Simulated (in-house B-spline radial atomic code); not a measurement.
The numbers below are computed, except where a source is named.
## Weak and strong correlation along the adiabatic connection

Two-electron singlets in several external potentials (atomic units), by full CI in B-splines with partial waves to l = 8 (correlation energies up to 0.6 % small). The repulsion is scaled by λ at fixed density; W(λ) is the mean repulsion less the Hartree energy, W(0) = E_x, and the area under W from 0 to 1 is E_xc.

Relative drop (W(λ) − E_x)/E_x:

| system | λ = 0.12 | λ = 0.25 | λ = 0.4 | λ = 0.6 | λ = 0.8 | λ = 1 |
| --- | --- | --- | --- | --- | --- | --- |
| ω²r²/2 − Z/r, ω = 0.085, Z = 0.5 | 0.0372 | 0.0702 | 0.1013 | 0.1343 | 0.1604 | 0.1816 |
| −Z exp(−kr)/r, Z = 3.7, k = 0.445 | 0.0054 | 0.0112 | 0.0176 | 0.0259 | 0.0338 | 0.0414 |
| −Z/r, Z = 1.65 | 0.0142 | 0.0285 | 0.0438 | 0.0624 | 0.0792 | 0.0944 |
| −V exp(−r²/w²), V = 22.1, w = 2.81 | 0.0103 | 0.0208 | 0.0323 | 0.0466 | 0.0598 | 0.0720 |
| −V exp(−r²/w²), V = 3.47, w = 10.3 | 0.0324 | 0.0621 | 0.0909 | 0.1220 | 0.1469 | 0.1673 |
| ω²r²/2 − Z/r, ω = 0.0794, Z = 0.3 | 0.0451 | 0.0834 | 0.1179 | 0.1528 | 0.1794 | 0.2002 |
| −Z/r, Z = 17 | 0.0011 | 0.0022 | 0.0035 | 0.0053 | 0.0070 | 0.0088 |

(1) Order the systems by how far second-order (GL2) theory, half the initial slope (estimated from the first points of each curve), overshoots the correlation energy, least first.
A. −Z exp(−kr)/r, Z = 3.7, k = 0.445
B. −Z/r, Z = 1.65
C. ω²r²/2 − Z/r, ω = 0.085, Z = 0.5
D. −V exp(−r²/w²), V = 3.47, w = 10.3
E. −Z/r, Z = 17
F. −V exp(−r²/w²), V = 22.1, w = 2.81
G. ω²r²/2 − Z/r, ω = 0.0794, Z = 0.3

(2) What else changes along this order?

Answers

(1) E (GL2/E_c = 1.01), A (GL2/E_c = 1.07), F (GL2/E_c = 1.14), B (GL2/E_c = 1.19), D (GL2/E_c = 1.47), C (GL2/E_c = 1.56), G (GL2/E_c = 1.70).

(2) The ratio follows the bend of the curve. With it the leading natural occupation goes from 2.000 to 1.854 and −T_c/E_c from 0.99 to 0.60 between the first and the last.
